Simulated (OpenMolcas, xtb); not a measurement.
GeSiH4F2 (SMILES F[SiH](F)[GeH3]): the dipole moment, rung by rung

GeSiH4F2: 8 atoms, total charge 0, spin state singlet. SMILES: `F[SiH](F)[GeH3]`. Geometry: relaxed at PBE0-D4/def2-TZVP.

```xyz
8

F     1.3018   -1.4186    1.1974
Si    1.1399   -0.1266    0.2809
F     1.9831   -0.3864   -1.0447
Ge   -1.1515    0.1644   -0.2813
H     1.7765    1.0042    0.9949
H    -1.9700    0.3896    0.9988
H    -1.6823   -1.0766   -1.0112
H    -1.3055    1.3929   -1.1904
```

Each level gives the dipole moment (D). The values are calculated.

```csv
level,kind,program,value (D)
GFN0-xTB,semi-empirical,xtb,1.30
HF/def2-SVP,Hartree–Fock,OpenMolcas,1.89
SVWN5/def2-SVP,LDA,OpenMolcas,1.43
revPBE/def2-SVP,GGA,OpenMolcas,1.32
TPSS/def2-SVP,meta-GGA,OpenMolcas,1.33
PBE0/def2-SVP,global hybrid,OpenMolcas,1.57
```

All-electron rows without a relativistic Hamiltonian named are non-relativistic. The values span 1.30 to 1.89 D. Magnitudes only.
